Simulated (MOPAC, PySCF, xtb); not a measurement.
Donor–acceptor adduct: AlH3 (SMILES [AlH3]) (first 4 atoms) with C2H6O (SMILES COC); geometry from B3LYP-D3(BJ)/def2-TZVP, rigid monomers moved along the line of their centres of mass till Al1···O6 is 3.57 Å.
(charge 0, multiplicity 1):
```json
[
 {"atom": "Al", "x (Å)": "0.0753", "y (Å)": "-0.2123", "z (Å)": "0.6521"},
 {"atom": "H", "x (Å)": "-1.4449", "y (Å)": "-0.3797", "z (Å)": "0.1993"},
 {"atom": "H", "x (Å)": "0.7371", "y (Å)": "1.2098", "z (Å)": "0.3630"},
 {"atom": "H", "x (Å)": "1.0151", "y (Å)": "-1.5001", "z (Å)": "0.6271"},
 {"atom": "C", "x (Å)": "0.2188", "y (Å)": "-0.8737", "z (Å)": "5.1489"},
 {"atom": "O", "x (Å)": "-0.3585", "y (Å)": "0.0188", "z (Å)": "4.1889"},
 {"atom": "C", "x (Å)": "-1.1599", "y (Å)": "1.0612", "z (Å)": "4.7570"},
 {"atom": "H", "x (Å)": "-0.5747", "y (Å)": "-1.3656", "z (Å)": "5.7148"},
 {"atom": "H", "x (Å)": "0.8696", "y (Å)": "-0.3143", "z (Å)": "5.8237"},
 {"atom": "H", "x (Å)": "0.7937", "y (Å)": "-1.6057", "z (Å)": "4.5905"},
 {"atom": "H", "x (Å)": "-1.9930", "y (Å)": "0.6237", "z (Å)": "5.3097"},
 {"atom": "H", "x (Å)": "-1.5361", "y (Å)": "1.6629", "z (Å)": "3.9345"},
 {"atom": "H", "x (Å)": "-0.5470", "y (Å)": "1.6762", "z (Å)": "5.4182"}
]
```

Counterpoise-corrected where a basis set is named; no monomer relaxation. Rows marked so take none.

Rows in 3-21G, STO-3G carry no dispersion term and start afresh at each structure. The state reached by AM1 isn't checked.

The values were computed with MOPAC for AM1 (differences of heats of formation); PySCF for 3-21G rows, STO-3G rows; xtb for the GFN methods. Values without a source in brackets are computed.

Task: One of these levels gives -1.01 kcal/mol for the interaction energy. Name it.
A. AM1
B. HF/STO-3G (no counterpoise)
C. GFN2-xTB
D. HF/3-21G (no counterpoise)

Result: A, AM1. The others give -6.46 (GFN2-xTB), -3.37 (HF/STO-3G (no counterpoise)), -9.07 (HF/3-21G (no counterpoise))
